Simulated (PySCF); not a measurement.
**Core-level binding energies of `C1C[C@H]2C[C@@H](C1)C2`**

C7H12.
Numbering: `[CH2:1]1[CH2:2][C@H:3]2[CH2:4][C@@H:5]([CH2:6]1)[CH2:7]2`

Method: delta-SCF UKS SCAN, pcX-2 on the ionised atom, pcseg-1 elsewhere, spin-free X2C (PySCF). Vertical ΔSCF values, vacuum level as zero.

Q: Give the core binding energies atom by atom.

A: 
```csv
atom(s),bonded to,level,binding energy (eV),above the level's lowest (eV),count
C1,2 C and 2 H,C 1s,290.30,+0.25,1
C2/C6,2 C and 2 H,C 1s,290.26,+0.21,2
C3/C5,3 C and H,C 1s,290.23,+0.18,2
C4/C7,2 C and 2 H,C 1s,290.05,0.00,2
```

The listed C 1s values span 0.25 eV, from C4/C7 (bonded to 2 C and 2 H) to C1 (bonded to 2 C and 2 H). The values 290.23, 290.26 and 290.30 eV lie too close for their order to be trusted.

Q: Which photon energy gives electrons from C 1s of C3/C5 a kinetic energy of 20 eV, and what is their de Broglie wavelength?

A: hν = 290.23 + 20 = 310.23 eV, recoil neglected; λ = 12.264 Å/√(E/eV) = 2.74 Å.

One atom of each set of topologically equivalent atoms was ionised and stands for the set; in this conformer not all members are related by symmetry, and their own values weren't computed. Isolated species at its PBE0-D3(BJ)/def2-SVP geometry, gas phase.

Hardware: Arm Neoverse V1, one thread, no GPU, shared host. Cost: 49 s.
